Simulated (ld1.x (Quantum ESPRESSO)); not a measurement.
Scattering properties, RRKJ potential for fluorine

- Element: fluorine (F)
- Generator: ld1.x (Quantum ESPRESSO) 7.5
- Type: norm-conserving RRKJ (Kleinman–Bylander form)
- Functional: LDA (PZ)
- Relativity: non-relativistic
- Frozen core: [He]
- Valence charge: 7
- Reference configuration: 2s2 2p5
- Partial waves: 2s (bound): rc 0.90 bohr; 2p (bound): rc 0.95 bohr
- Local potential: all-electron potential smoothed inside 0.90 bohr (lloc = -1)
- Core correction: none
- rho0: 0.01

The phase is arctan(r·u′/u) with u = r·R(r), unwrapped; energies in Ry, scanned from -4 to 5 Ry. A pole is an energy at which the radial function vanishes at the test radius. The pseudo phase is shifted by a multiple of π to meet the all-electron one at the reference energy, and phase errors are pseudo minus all-electron; the curves can meet again beyond the range given. Levels narrower than the energy grid can be missing from the lists of poles.

```
channel  radius (bohr)  reference energy (Ry)  poles, all-electron  poles, pseudo  unbroken range about the reference energy with phases within 0.05 rad  phase error 1 Ry above the reference energy (rad)
      s           1.05                  -2.17                 4.06           4.04                                                        the whole range                                             -0.000
      p           1.05                  -0.83                 3.69           3.77                                                        the whole range                                             +0.001
```

Phases in the s channel:

```json
{"E (Ry)": "-4.00", "all-electron": "0.356", "pseudo": "0.356"}
{"E (Ry)": "-3.52", "all-electron": "0.120", "pseudo": "0.120"}
{"E (Ry)": "-3.04", "all-electron": "-0.156", "pseudo": "-0.156"}
{"E (Ry)": "-2.56", "all-electron": "-0.437", "pseudo": "-0.437"}
{"E (Ry)": "-2.08", "all-electron": "-0.685", "pseudo": "-0.685"}
{"E (Ry)": "-1.60", "all-electron": "-0.882", "pseudo": "-0.882"}
{"E (Ry)": "-1.12", "all-electron": "-1.033", "pseudo": "-1.033"}
{"E (Ry)": "-0.64", "all-electron": "-1.147", "pseudo": "-1.147"}
{"E (Ry)": "-0.16", "all-electron": "-1.236", "pseudo": "-1.236"}
{"E (Ry)": "0.32", "all-electron": "-1.305", "pseudo": "-1.305"}
{"E (Ry)": "0.80", "all-electron": "-1.361", "pseudo": "-1.361"}
{"E (Ry)": "1.28", "all-electron": "-1.407", "pseudo": "-1.407"}
{"E (Ry)": "1.76", "all-electron": "-1.445", "pseudo": "-1.446"}
{"E (Ry)": "2.24", "all-electron": "-1.478", "pseudo": "-1.479"}
{"E (Ry)": "2.72", "all-electron": "-1.507", "pseudo": "-1.507"}
{"E (Ry)": "3.20", "all-electron": "-1.532", "pseudo": "-1.533"}
{"E (Ry)": "3.68", "all-electron": "-1.555", "pseudo": "-1.555"}
{"E (Ry)": "4.16", "all-electron": "-1.575", "pseudo": "-1.576"}
{"E (Ry)": "4.64", "all-electron": "-1.594", "pseudo": "-1.595"}
```
